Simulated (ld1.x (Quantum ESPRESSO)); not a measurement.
**nickel: one change to a TM potential, before and after**

nickel (Ni), norm-conserving Troullier–Martins (Kleinman–Bylander form), made with ld1.x (Quantum ESPRESSO) 7.5 (PBE, fully relativistic). Core [Ne] 3s2, reference 3p6 3d8 4s1 4p0 (charge +1). Waves: 3p (bound): rc 0.65 bohr; 3d (bound): rc 1.65 bohr; 4s (bound): rc 2.00 bohr. Local part: the s channel. Core correction: none.

Open shells are filled in proportion to 2j + 1 (rel_dist='average').

All-electron outer shells of the reference configuration (PBE, scalar-relativistic, ld1.x):

```json
{"shell": "3s", "level (eV)": "-120.17", "outermost node (bohr)": "0.30", "outermost maximum (bohr)": "0.64"}
{"shell": "3p", "level (eV)": "-80.51", "outermost node (bohr)": "0.27", "outermost maximum (bohr)": "0.65"}
{"shell": "3d", "level (eV)": "-17.92", "outermost node (bohr)": "–", "outermost maximum (bohr)": "0.63"}
{"shell": "4s", "level (eV)": "-13.18", "outermost node (bohr)": "0.92", "outermost maximum (bohr)": "2.13"}
{"shell": "4p", "level (eV)": "-7.58", "outermost node (bohr)": "0.99", "outermost maximum (bohr)": "2.70"}
```

Change: core correction a·sin(br)/r model core inside 0.34 bohr.

Cutoffs: the cutoffs (Ry, on a coarse ladder) from which the occupation-weighted sum of valence levels, in a spherical-Bessel basis at the reference potential, stays within 10 and 1 mRy of its value at 400 Ry; they do not see the model core or the augmentation charge, which bear on the density cutoff. Errors are all-electron minus pseudo energies relative to the spin-unpolarised reference configuration.

Question: How do hardness, ghosts and transferability respond?

Answer: Of the 7 tests that both files solve, the error grows in 3 and shrinks in 0 by more than 15 % and 0.3 meV (median size 191.3 → 221.3 meV); neither file shows a bound ghost at the reference potential, the only one tested. A model core, the more so a compact one, raises the density cutoff, which this test does not measure.

| quantity | base | changed |
| --- | --- | --- |
| cutoff, loose | 180 Ry | 180 Ry |
| cutoff, tight | over 300 Ry | over 300 Ry |
| bound ghosts | none | none |
| error for 3p6 3d8 4s2 4p0, meV [ΔE -9.32 eV] | -1.2 | -3.4 |
| error for 3p6 3d8 4s0 4p0, meV [ΔE 17.35 eV] | -3.5 | -11 |
| error for 3p6 3d7 4s0 4p0, meV [ΔE 54.82 eV] | -191 | -221 |
| error for 3p6 3d7 4s2 4p1, meV [ΔE 1.22 eV] | -1161 | -1171 |
| error for 3p6 3d6 4s0 4p0, meV [ΔE 112.37 eV] | -694 | -783 |
| error for 3p6 3d8 4s1 4p1, meV [ΔE -4.73 eV] | -635 | -635 |
| error for 3p6 3d8.5 4s1.5 4p0, meV [ΔE -10.51 eV] | -29 | -31 |
| s: phases at 2.20 bohr within 0.05 rad from the reference energy up to (Ry; the scan ends near 5) | 3.3 | 3.3 |
| p1/2: phases at 2.20 bohr within 0.05 rad from the reference energy up to (Ry; the scan ends near 5) | -2.0 | -2.0 |
| p3/2: phases at 2.20 bohr within 0.05 rad from the reference energy up to (Ry; the scan ends near 5) | -1.9 | -1.9 |
| d3/2: phases at 2.20 bohr within 0.05 rad from the reference energy up to (Ry; the scan ends near 5) | -0.0 | -0.0 |
| d5/2: phases at 2.20 bohr within 0.05 rad from the reference energy up to (Ry; the scan ends near 5) | -0.0 | -0.0 |

Base: These tests converged, but a pseudo level misses the all-electron one widely, so the file describes the atom poorly there or has found another state: 3p6 3d7 4s0 4p0: empty 4p by 3.1 eV (a node warning on the way); 3p6 3d6 4s0 4p0: empty 4p by 4.8 eV (a node warning on the way). Changed file: These tests converged, but a pseudo level misses the all-electron one widely, so the file describes the atom poorly there or has found another state: 3p6 3d7 4s0 4p0: empty 4p by 3.1 eV (a node warning on the way); 3p6 3d6 4s0 4p0: empty 4p by 4.8 eV (a node warning on the way).
